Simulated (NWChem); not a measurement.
System: BGeH$_{3}$F$_{2}$; SMILES F[B](F)[GeH3]

The following NWChem deck was run.

```
start job
memory heap 200 mb stack 900 mb global 1100 mb
geometry units angstroms noautoz
  B     -0.000365     1.039865    -0.005219
  F     -1.121298     1.733041     0.004386
  F      1.120965     1.732385     0.004568
  Ge    -0.001181    -1.036200    -0.003988
  H     -0.004566    -1.542661     1.451213
  H     -1.254895    -1.585462    -0.704935
  H      1.254957    -1.586697    -0.699588
end
basis spherical
  B library def2-svp
  F library def2-svp
  Ge library def2-svp
  H library def2-svp
end
dft
  xc xperdew91 perdew91
  iterations 150
  mulliken
end
task dft energy
```

Geometry: optimised at PBE0/def2-SVP.

Problem. Predict the main results of this run. (PW91/def2-SVP.) Quantities: energy (Ha); highest occupied level (eV); orbital gap (eV); dipole (D).

Solution. 
```yaml
energy (Ha): -2303.09
highest occupied level (eV): -7.59
orbital gap (eV): 5.73
dipole (D): 0.49
```
